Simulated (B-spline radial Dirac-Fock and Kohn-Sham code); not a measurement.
**Kohn-Sham estimates against Dirac-Fock for the levels of Mn²⁺**

System: the Mn²⁺ ion, configuration 1s2 2s2 2p6 3s2 3p6 3d5.

The density-functional columns are spherical, spin-unpolarised Dirac-Kohn-Sham results without Breit or QED terms: −ε is minus the orbital energy of the initial state and ΔSCF the difference of two total energies. The reference in the last column comes from multi-electron Dirac-Fock with separately optimised hole states, Breit and Lamb-shift corrections added in first order. All numbers are from a radial atomic solver, in eV; a selection of levels is shown. The Kohn-Sham columns are given as differences from the reference.

```csv
level,LDA −ε − DF,LDA ΔSCF − DF,PBE −ε − DF,PBE ΔSCF − DF,Dirac-Fock
K (1s),-139.2,+10.4,-124.3,+25.8,6570.6
L1 (2s),-44.9,-20.1,-43.2,-18.6,804.6
L2 (2p1/2),-29.5,0.0,-29.1,+0.3,683.7
L3 (2p3/2),-29.7,-0.7,-29.4,-0.3,673.6
M1 (3s),-16.8,-7.2,-16.4,-6.8,120.1
M2 (3p1/2),-10.3,-1.0,-10.3,-1.0,83.59
M3 (3p3/2),-10.4,-1.1,-10.4,-1.1,82.35
"M4,5 (3d)",-5.6,+2.6,-5.9,+2.3,30.26
```

Values without a named source are computed, but for edge energies of neutral atoms, which are taken from tables.
